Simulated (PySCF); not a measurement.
Species: BiFH4Si.
Bonds: F1–Si2, Si2–Bi3. Hydrogens: H4, H5 on Si2; H6, H7 on Bi3.

Computed by this run: PBE0-D3(BJ)/def2-SVP geometry optimisation, gas phase, def2 core potentials past Kr in PySCF; density fitting, grid level 1; the optimiser is geomeTRIC in internal coordinates, started from a GFN2-xTB structure with every atom displaced at random (about 0.01 Å).

Geometry at step 0:
```
atom  x, y, z in Å
F1     -1.8086   -0.3158    1.2713
Si2    -0.8862    0.1025   -0.0034
Bi3     1.5675    0.0481    0.8182
H4     -1.2783   -0.8465   -1.0108
H5     -1.4160    1.4072   -0.3726
H6      2.0168    1.0063   -0.6187
H7      1.8388   -1.4311   -0.1339
```

Q: What forces act on the atoms?

A: 
```csv
atom,Fx (eV/Å),Fy (eV/Å),Fz (eV/Å)
F1,-0.084,-0.172,0.519
Si2,-0.651,0.018,0.668
Bi3,0.577,0.103,0.276
H4,0.009,-0.708,-0.967
H5,0.063,0.817,-0.331
H6,0.061,0.123,-0.109
H7,0.025,-0.181,-0.056
```

The largest, 1.20 eV/Å, acts on H4; the rms over all components is 0.430 eV/Å. The forces sum to zero within rounding, as they must for an isolated molecule in no field.

Q: Give the force on H4 in Eh/bohr and in nN.

A: 1.199 eV/Å ÷ 51.422 = 0.02331 Eh/bohr, and 1.199 eV/Å × 1.602 = 1.92 nN.

Q: How far is this geometry from the end of the optimisation?

A: 0.133 eV above it, and 0.180 Å rms away after alignment. The bonds farthest from their final lengths, with half the difference of the two atoms' forces along the bond (positive lengthens):

| bond | now (Å) | final (Å) | force along bond (eV/Å) |
| --- | --- | --- | --- |
| Si2–Bi3 | 2.588 | 2.665 | +0.52 |
| Si2–H4 | 1.438 | 1.492 | +0.72 |
| Si2–H5 | 1.456 | 1.494 | +0.36 |
| Bi3–H7 | 1.780 | 1.796 | +0.16 |
| Bi3–H6 | 1.785 | 1.799 | +0.10 |
| F1–Si2 | 1.628 | 1.633 | -0.19 |

The angle farthest from its final value is Bi3–Si2–H5, 116.4° against 109.6°.

Of the 5 listed bonds off by 0.010 Å or more, this force points towards the final length in 5.

The cost below is that of the whole optimisation. Hardware: one thread of an Arm Neoverse V1, no GPU, shared host. Cost: 20 s wall, 0.35 GiB resident at most.
